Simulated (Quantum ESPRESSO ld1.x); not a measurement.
All-electron atom: Ce in [Xe] 4f(up 0.75, down 0.25) 5d(up 0.5, down 0.5) 6s2 (fractional occupations, a model configuration). All-electron calculation, scalar-relativistic Kohn-Sham, LDA (Slater exchange, Perdew-Wang correlation), spin-polarised, spherical densities, point nucleus. Program: ld1.x of Quantum ESPRESSO 7.5.

Unscreened Slater integrals over Kohn-Sham orbitals (cm^-1). They are taken over the spin-up orbitals.

integral,value
"F0(5d,5d)",68206
"F2(5d,5d)",34116
"F4(5d,5d)",22101
"F0(5d,6s)",52746
"G2(5d,6s)",16708
"F0(5d,4f)",88546
"F2(5d,4f)",23356
"F4(5d,4f)",11820
"G1(5d,4f)",13453
"G3(5d,4f)",10033
"G5(5d,4f)",7449.0
"F0(5d,5p)",82549
"F2(5d,5p)",37136
"G1(5d,5p)",41717
"G3(5d,5p)",25555
"F0(6s,6s)",46083
"F0(6s,4f)",59806
"G3(6s,4f)",2512.6
"F0(6s,5p)",57596
"G1(6s,5p)",4159.2
"F0(4f,4f)",187470
"F2(4f,4f)",86636
"F4(4f,4f)",53878
"F6(4f,4f)",38627
"F0(4f,5p)",131190
"F2(4f,5p)",49400
"G2(4f,5p)",29291
"G4(4f,5p)",21996
"F0(5p,5p)",112420
"F2(5p,5p)",60401

Derived for the open shells (J is the average intra-shell exchange parameter used in DFT+U). 4f: F4/F2 = 0.622, F6/F2 = 0.446, J = (286 F2 + 195 F4 + 250 F6)/6435 = 6984 cm^-1. 5d: Racah B = F2/49 - 5 F4/441 = 445.7 cm^-1, C = 35 F4/441 = 1754 cm^-1, C/B = 3.94, F4/F2 = 0.648, J = (F2 + F4)/14 = 4016 cm^-1.
